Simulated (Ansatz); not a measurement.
A nudged elastic band was laid between two geometries of BF2H + H3P (8 atoms, charge 0, multiplicity 1).

Method: RHF/def2-TZVP in Ansatz.

| Item | Value |
| --- | --- |
| movable images | 4 |
| climbing image | no |
| spring | 5.0 eV/Å² |
| optimiser | quadratic models (default) |
| start path | through a guess of the saddle point |
| force threshold | 0.03 eV/Å |
| iteration limit | 60 |
| end points | relaxed |

First end point:

```xyz
8
Properties=species:S:1:pos:R:3
B -0.036 0.895 -0.258
H -0.074 1.399 0.812
F 1.098 0.673 -0.854
F -1.126 0.550 -0.876
P 0.278 -3.517 1.195
H -0.600 -3.028 0.212
H 1.413 -2.838 0.715
H -0.055 -2.556 2.166
```

Last end point:

```xyz
8
Properties=species:S:1:pos:R:3
B 0.124 -0.821 -0.499
H -0.225 1.105 2.706
F 1.147 -0.012 -0.525
F -1.011 -0.356 -0.943
P 0.258 -2.589 0.278
H -0.556 -3.259 -0.648
H 1.500 -2.937 -0.275
H -0.340 0.448 3.018
```

Task: Which bonds break or form, and what moves?

Result: Bonds broken: B1–H2, P5–H8. Bonds formed: B1–P5, H2–H8. BF2H + H3P becomes BF2H2P + H2.

Task: What energy profile does the band end with?

Result: The forces met the threshold. The highest image is number 3 of 0 to 5, 1.07 eV above the first end and 0.65 eV above the last; the last end lies 0.42 eV above the first. No image climbed, so the highest image needn't sit at the top of the path. A band with more images between the same ends climbed to 3.40 eV, so this one has probably stepped over the top. The orbitals stay closed-shell, which can raise the energy where a bond breaks towards radicals; this wasn't checked here.

```
image  path coordinate (Å)  energy (eV)  B1–H2 (Å)  P5–H8 (Å)  B1–P5 (Å)
    0                 0.00         0.00       1.18       1.41       4.66
    1                 1.37         0.02       1.18       1.41       3.83
    2                 2.75         0.97       1.22       1.47       2.80
    3                 4.12         1.07       2.07       2.34       1.98
    4                 5.50         0.48       2.91       3.19       1.94
    5                 6.87         0.42       3.76       4.13       1.94
```

Task: What is the geometry of the highest image?

Result: 
```xyz
8
Properties=species:S:1:pos:R:3
B -0.109 -0.562 -0.170
H 0.234 0.333 1.670
F 0.974 -0.026 -0.668
F -1.224 0.100 -0.340
P -0.157 -2.383 0.608
H -0.155 -2.983 -0.650
H 1.225 -2.516 0.856
H 0.110 -0.386 1.807
```

The run took 78 s on 4 threads of Arm Neoverse V2 (shared host), peak memory 0.32 GiB.
